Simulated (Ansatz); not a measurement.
Ansatz (a program for electronic structure) input:
A basis named .json is the Basis Set Exchange file of that set.

Ansatz 0.2 input:
```yaml
crystal:
  periodic: [false, false, false]
  atoms:
    - {symbol: C, position_ang: [1.59686788, 0.71211740, -0.07494639]}
    - {symbol: Si, position_ang: [-0.00952933, -0.20856318, -0.37574926]}
    - {symbol: C, position_ang: [-1.50729301, 0.88449798, -0.09190359]}
    - {symbol: F, position_ang: [-0.08230658, -1.41246913, 0.70829028]}
    - {symbol: H, position_ang: [2.46148520, 0.06146191, -0.20957182]}
    - {symbol: H, position_ang: [1.61490591, 1.10059291, 0.94838328]}
    - {symbol: H, position_ang: [1.68984460, 1.55329058, -0.76474324]}
    - {symbol: H, position_ang: [-1.49335291, 1.27320106, 0.93140369]}
    - {symbol: H, position_ang: [-1.49904534, 1.73037633, -0.78216329]}
    - {symbol: H, position_ang: [-2.43711675, 0.33349157, -0.23633158]}
basis:
  gaussian:
    orbitals: cc-pwCVTZ.json
magnetization: {spin_polarized: true, initial_magnetization: 1}
correlation: {method: ccsd_t, frozen_orbitals: {C: 0, F: 0, H: 0, Si: 1}}
```

What final total energy does it print?

-468.92927 Eh (CCSD(T,core; 1s of Na to Cl frozen)/cc-pwCVTZ).

It need not be the lowest isomer of its formula.
